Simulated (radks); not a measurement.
Initial-state core-level shifts of neutral tin when its valence configuration changes from [Kr] 4d10 5s2 5p2. Calculated with a radial shooting solver on a logarithmic mesh with Libxc functionals: Dirac Kohn-Sham, PBEsol, spin-unpolarised, spherical densities, point nucleus; open shells are shared between the two j in proportion to 2j + 1. Shifts are changes of the shell-averaged eigenvalues in eV (positive: less bound).

valence,1s,2p,3d,4s
4d9.5 5s2 5p2.5,-3.820,-4.008,-3.920,-3.433
4d10 5s1 5p3,-1.561,-1.519,-1.536,-1.544
4d8 5s2 5p4,-15.619,-16.470,-16.016,-13.715
4d8 5s1.5 5p4.5,-16.299,-17.135,-16.691,-14.379
4d9 5s2 5p3,-7.694,-8.087,-7.894,-6.862
4d7 5s2 5p5,-23.790,-25.161,-24.378,-20.572
4d10 5s1.5 5p2.5,-0.795,-0.773,-0.782,-0.786
4d10 5p4,-3.022,-2.939,-2.976,-2.992
4d8.5 5s1.5 5p4,-12.328,-12.927,-12.620,-10.976
